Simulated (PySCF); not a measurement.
**Ce²⁺: excitation energy**

Ce²⁺ [Xe] 4f2 (high-spin determinant) → Ce²⁺ [Xe] 4f1 6p1 (high-spin determinant), as a difference of total energies. Computed with PySCF 2.14 in cc-pVDZ-X2C, with scalar relativity by spin-free X2C-1e. Correlated levels: valence: [Kr] 4d10 frozen; valence and next inner shell: [Ar] 3d10 frozen. The calculations carry no spin-orbit coupling.

```
                                method  excitation energy (cm⁻¹)
                                   UHF                     37079
                                   LDA                     56576
                                   PBE                     55497
                                  PBE0                     52690
                                r2SCAN                     56952
                         MP2 (valence)                     41673
                     SCS-MP2 (valence)                     40729
    MP2 (valence and next inner shell)                     39260
SCS-MP2 (valence and next inner shell)                     38673
```

A first-order spin-orbit estimate (lowest level to lowest level, LS coupling) adds -0.049 eV.

The basis was made for the ground configuration and has no added diffuse functions, so the excitation energy can come out too high.

The determinant of the upper state and of the lower state mixes LS terms, which raises its energy above the lowest term, most at the Hartree-Fock and MP2 levels.
